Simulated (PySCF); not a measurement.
Bonding in benzoate anion

Species: benzoate anion, C₇H₅O₂ (charge -1).
SMILES with atom numbers: `[O:1]=[C:2]([O-:3])[c:4]1[cH:5][cH:6][cH:7][cH:8][cH:9]1` (hydrogens: H10 on C5; H11 on C6; H12 on C7; H13 on C8; H14 on C9)

Structure used (GFN2-xTB), in Å, numbered top down from 1:
```
atom  x, y, z in Å
O1     2.9313   -1.0749   -0.4867
C2     2.4170    0.0106   -0.1798
O3     2.9608    1.1011    0.0484
C4     0.8579    0.0035   -0.0641
C5     0.1700    1.1621    0.2701
C6    -1.2095    1.1593    0.3724
C7    -1.9191   -0.0086    0.1404
C8    -1.2415   -1.1703   -0.1945
C9     0.1381   -1.1609   -0.2950
H10    0.7458    2.0610    0.4454
H11   -1.7420    2.0677    0.6335
H12   -3.0008   -0.0133    0.2204
H13   -1.7982   -2.0833   -0.3775
H14    0.6895   -2.0543   -0.5553
```

Bond orders from the PBE0/pcSseg-1 density (PySCF). Isolated species at its GFN2-xTB geometry, gas phase. The pcSseg-1 basis has no diffuse functions, a weakness for an anion.

**Question.** Where do the orders between heavy atoms depart from those drawn in the SMILES?

**Answer.** The largest departure is 0.761, at C2–O3 (drawn single, 1.761), counting aromatic bonds as 1.5. Drawn single, order above 1.12: C2–O3 (1.761). Drawn single, order below 0.88: C2–C4 (0.815). The bonds drawn aromatic range from 1.40 to 1.42. The SMILES, with its formal charges, is one Lewis structure only.

**Question.** Give the Mayer order of every bond between heavy atoms, beside its length.

**Answer.** 
| bond | drawn as | length (Å) | Mayer order |
| --- | --- | --- | --- |
| O1–C2 | double | 1.240 | 1.762 |
| C2–O3 | single | 1.240 | 1.761 |
| C2–C4 | single | 1.563 | 0.815 |
| C4–C5 | aromatic | 1.388 | 1.410 |
| C5–C6 | aromatic | 1.383 | 1.404 |
| C6–C7 | aromatic | 1.386 | 1.423 |
| C7–C8 | aromatic | 1.386 | 1.423 |
| C8–C9 | aromatic | 1.383 | 1.404 |
| C9–C4 | aromatic | 1.388 | 1.410 |

By pair of heavy elements: C–O: all 2 within 0.02 of one another (1.761 to 1.762). C–C: lowest C2–C4 (0.815, 1.563 Å), highest C6–C7 and C7–C8 (1.423, 1.386 Å). Bonds named together lie within 0.004.

**Question.** And the bonds to hydrogen?

**Answer.** C–H: 0.96 to 0.97 (5 bonds).

**Question.** Sum the orders of all bonds at each heavy atom with more than one neighbour and set the sums beside the valence in the SMILES.

**Answer.** C2 4.338 (drawn 4), C4 3.635 (drawn 4), C5 3.770 (drawn 4), C6 3.798 (drawn 4), C7 3.820 (drawn 4), C8 3.798 (drawn 4), C9 3.770 (drawn 4). Orders between atoms that aren't bonded are not in these sums.

For a closed shell the Mayer order of atoms A and B is Σ (PS)μν (PS)νμ over the basis functions μ on A and ν on B, with P the density and S the overlap matrix.

The run behind these numbers computed NMR shieldings as well. The run took 22 s on x86-64 server, one thread, on a shared host.
